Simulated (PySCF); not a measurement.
Compound: C₆H₇ClO (charge +1 and doublet state).
Geometry (GFN2-xTB, Å), atoms numbered from 1 in this order:
```
atom  x, y, z in Å
O1    -0.446    1.646   -1.899
C2    -0.311    1.089   -0.863
C3    -1.378    0.284   -0.149
C4    -0.892   -1.123    0.161
C5     0.523   -1.238    0.531
C6     1.413   -0.214    0.394
Cl7    3.075   -0.483    0.638
C8     1.004    1.133   -0.072
H9    -2.285    0.262   -0.753
H10   -1.589    0.823    0.779
H11   -1.515   -1.565    0.951
H12   -1.063   -1.794   -0.695
H13    0.871   -2.210    0.850
H14    0.801    1.796    0.778
H15    1.789    1.601   -0.673
```

The hyperfine couplings belong to this conformer and change with its torsions.

The species is `[C]1([CH+]CCC(C1)=O)Cl` [radical] (charge +1).

Computed with UKS B3LYP, pcH-1 on C Cl H O, non-relativistic, mean-field spin-orbit, GIAO (PySCF 2.14.0). Geometry: GFN2-xTB, one conformer, isolated ion. Couplings are sensitive to structure, and on GFN2-xTB geometries they can be far from those on DFT ones, by a factor of two or more for some ions and for spin on atoms past the first row. The SCF solution wasn't tested for stability.

Principal values of hyperfine tensors in MHz (contact, dipolar and spin–orbit terms together), for some of the nuclei:

| atom | isotope | A1 | A2 | A3 |
| --- | --- | --- | --- | --- |
| H11 | 1H | 124.49 | 126.12 | 136.32 |
| H12 | 1H | 96.05 | 98.35 | 107.13 |
| H14 | 1H | 65.19 | 65.22 | 75.26 |
| H13 | 1H | -36.13 | -26.50 | -7.37 |
| C5 | 13C | -7.48 | -5.81 | 79.75 |
| C3 | 13C | 13.50 | 14.81 | 28.94 |
| C4 | 13C | -21.48 | -19.85 | -9.98 |
| O1 | 17O | -89.78 | 18.60 | 25.11 |

Give the isotropic coupling of each nucleus in MHz and in mT (g = 2.0091), and the anisotropic part.

a_iso = (A1 + A2 + A3)/3, Ti = Ai − a_iso; 1 mT corresponds to 28.120 MHz. The tensors hold a spin–orbit part: the run splits a_iso into a_FC + a_SO, and T includes its anisotropic share.

```json
{"atom": "H11", "a_iso (MHz)": "128.98", "a_FC": "128.97", "a_SO": "0.01", "a_iso (mT)": "4.587", "T1": "-4.49", "T2": "-2.86", "T3": "7.35"}
{"atom": "H12", "a_iso (MHz)": "100.51", "a_FC": "100.50", "a_SO": "0.01", "a_iso (mT)": "3.574", "T1": "-4.46", "T2": "-2.16", "T3": "6.62"}
{"atom": "H14", "a_iso (MHz)": "68.55", "a_FC": "68.54", "a_SO": "0.01", "a_iso (mT)": "2.438", "T1": "-3.37", "T2": "-3.34", "T3": "6.70"}
{"atom": "H13", "a_iso (MHz)": "-23.33", "a_FC": "-23.30", "a_SO": "-0.03", "a_iso (mT)": "-0.830", "T1": "-12.80", "T2": "-3.17", "T3": "15.97"}
{"atom": "C5", "a_iso (MHz)": "22.16", "a_FC": "22.39", "a_SO": "-0.23", "a_iso (mT)": "0.788", "T1": "-29.63", "T2": "-27.96", "T3": "57.60"}
{"atom": "C3", "a_iso (MHz)": "19.08", "a_FC": "19.08", "a_SO": "0.00", "a_iso (mT)": "0.679", "T1": "-5.58", "T2": "-4.28", "T3": "9.86"}
{"atom": "C4", "a_iso (MHz)": "-17.10", "a_FC": "-17.08", "a_SO": "-0.03", "a_iso (mT)": "-0.608", "T1": "-4.38", "T2": "-2.75", "T3": "7.13"}
{"atom": "O1", "a_iso (MHz)": "-15.35", "a_FC": "-15.29", "a_SO": "-0.07", "a_iso (mT)": "-0.546", "T1": "-74.42", "T2": "33.96", "T3": "40.46"}
```

What spin density at the nucleus of O1 lies behind its contact coupling (g_N = -0.75752)?

a_FC = (2μ0/3) gₑ μB g_N μN ρ(0)/(2S·h) = 800.24 MHz × g_N × ρ(0)/(2S), with ρ in bohr⁻³. With a_FC = -15.29 MHz and 2S = 1, ρ(0) = 0.02522 bohr⁻³. The nuclear moment is negative, so coupling and spin density have opposite signs.

C2 (13C, g_N = 1.40482) isn't in the table. Its spin density at the nucleus is -0.02166 bohr⁻³. What is its contact coupling?

By the same relation, a_FC = -24.3 MHz. Its full tensor has the principal values -33.03, -23.83, -16.28 MHz.

Name the largest traceless tensor T of the table and describe it.

O1: -74.4, 34.0, 40.5 MHz (the dipolar term alone has -74.5, 34.1, 40.4), rhombic: the two smaller values differ by 9 % of the largest.

What first-order splitting does H14 cause when the field lies along A1, A2 or A3 of its tensor (g taken as isotropic, no quadrupole term)?

2 lines (I = 1/2), spaced by |A_i|/(g × 13.996): 2.32, 2.32, 2.68 mT along the axes of A1, A2 and A3.

The SMILES draws the unpaired electron on C6; the largest computed Mulliken spin population is on C5 (0.35 against 0.12).
